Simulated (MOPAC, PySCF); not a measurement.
H$_{5}$NS$_{3}$Si, SMILES `N[Si](S)(S)S`, neutral singlet in the gas phase. 

Cartesian coordinates (Å):
```xyz
10

N     -0.9354    -0.9633    -0.7923
Si     0.0688     0.1746    -0.0126
S      2.1713     0.2393    -0.4643
S     -0.7016     2.0531    -0.6814
S     -0.0150    -0.2416     2.0853
H     -1.0956    -0.9051    -1.7867
H     -0.9695    -1.9136    -0.4580
H      2.4759    -0.8554     0.2558
H      0.3567     2.7659    -0.2600
H     -1.3555    -0.3538     2.1142
```
Charge 0, spin multiplicity 1.

All levels are single points at this geometry (B3LYP-D3(BJ)/def2-TZVP); Pople sets use spherical d functions. Orbital energies aren't observables, and empty levels follow the basis.

```
level                            HOMO (eV)  LUMO (eV)  gap (eV)  dipole (D)  vertical IE, Delta-SCF (eV)
-------------------------------  ---------  ---------  --------  ----------  ---------------------------
B3LYP-D3(BJ)/def2-TZVP in PySCF      -7.12      -0.26      6.85        1.94                         9.07
B3LYP/6-31G* in PySCF                -7.07       0.01      7.08        2.39                         9.07
BP86/6-31G* in PySCF                 -6.18      -0.84      5.34        2.43                            –
M06-2X/6-31G* in PySCF               -8.53       0.99      9.53        2.44                            –
SVWN5/6-31G* in PySCF                -6.16      -0.90      5.27        2.46                            –
HF/3-21G in PySCF                   -10.61       3.52     14.13        3.10                            –
HF/STO-3G in PySCF                   -7.04       9.20     16.24        1.58                            –
PM3 in MOPAC                         -9.58      -2.36      7.21        2.76                            –
PM6 in MOPAC                         -9.19      -0.52      8.67        2.76                            –
```
